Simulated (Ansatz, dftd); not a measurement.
Species: H5Si2O, charge 0, doublet. H5Si2O (SMILES [O][SiH2][SiH3], doublet).
B3LYP-D3(BJ)/def2-TZVP minimum from Ansatz (a quantum-chemistry and plane-wave program):
```
Si
H 1 1.4745
H 1 1.4746 2 112.41
H 1 1.4877 2 110.11 3 -123.17
Si 1 2.4208 2 108.54 4 -116.87
O 5 1.5950 1 83.79 2 -60.86
H 5 1.4844 6 118.95 1 -110.32
H 5 1.4844 7 110.33 6 142.63
```
Charge 0, spin multiplicity 2.

Wanted: atomisation energy (electronic, to ground-state atoms), in kcal/mol. Radicals and triplets start from unrestricted determinants; spin-orbit coupling is neglected. Correlated methods leave the cores frozen. Rows without X2C or -DK are non-relativistic. CBS(X,Y): correlation extrapolated as X^-3, Hartree-Fock from the larger set. A bracket is a step between two methods taken in the basis named. The functionals are non-relativistic, so their misses hold any scalar relativity. Double hybrids freeze cores in their MP2 part. 'core' is core correlation in cc-pwCVTZ (1s frozen past Ne), 'X2C' scalar relativity in cc-pVTZ-DK, both at CCSD(T). For partners of very few electrons the exact lower level stands in for a higher one.

Compared with CCSD(T)/CBS(cc-pV(T+d)Z,cc-pV(Q+d)Z) + [CCSDT(Q) - CCSD(T)]/cc-pV(D+d)Z + core + X2C (Ansatz): 554.0 kcal/mol.

Costs are rough ratios of core time, to one figure, on one kind of shared machine, summed over the single points of the molecules; atoms, geometries and frequencies are left out. The first row took roughly 10 core seconds; short runs hold start-up time.

```json
[
 {"level": "PBE-D4/def2-TZVPD", "program": "Ansatz + dftd4", "cost relative to the first row": "1", "difference (kcal/mol)": "1.2"},
 {"level": "CAM-B3LYP-D3(BJ)/def2-TZVPD", "program": "Ansatz + dftd3", "cost relative to the first row": "2", "difference (kcal/mol)": "2.2"},
 {"level": "B2PLYP-D4/def2-TZVPD", "program": "Ansatz + dftd4", "cost relative to the first row": "2", "difference (kcal/mol)": "-8.7"},
 {"level": "B2GP-PLYP-D4/def2-TZVPD", "program": "Ansatz + dftd4", "cost relative to the first row": "3", "difference (kcal/mol)": "-13.0"},
 {"level": "CCSDT(Q)/cc-pV(D+d)Z", "program": "Ansatz", "cost relative to the first row": "400", "difference (kcal/mol)": "-52.9"}
]
```

The dearest row costs roughly 400 times the first. Costs within a factor of two don't rank. The table holds for this case alone.
